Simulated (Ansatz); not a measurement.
Cartesian coordinates in Å:
```
C -0.7844 0.5442 1.1640
C -0.1719 0.1841 -0.1624
Si 1.2388 -1.0487 -0.1697
B -0.8254 0.6156 -1.4635
O 0.1433 1.4121 -1.0341
H -0.0417 0.9579 1.8532
H -1.2035 -0.3544 1.6260
H -1.5925 1.2720 1.0585
H 0.7588 -2.3244 0.4273
H 2.3872 -0.5494 0.6346
H 1.6820 -1.2908 -1.5668
H -1.5906 0.5816 -2.3671
```

Total charge 0; spin multiplicity 1.

Question: List the PBE/def2-TZVPP orbital energies in eV (the Gaussian-basis code of Ansatz). (An estimate is asked.)

Answer: The calculation gave: Occupied: -1779.48, -511.16, -270.17, -269.11, -177.76, -137.27, -94.00, -93.99, -93.99, -26.37, -18.67, -15.08, -13.18, -12.14, -11.06, -10.78, -10.28, -9.80, -8.79, -8.46, -8.34, -7.23, -6.50. Lowest empty: -1.58, -0.22, -0.18, 0.50, 0.82, 1.12, 1.44, 1.71.
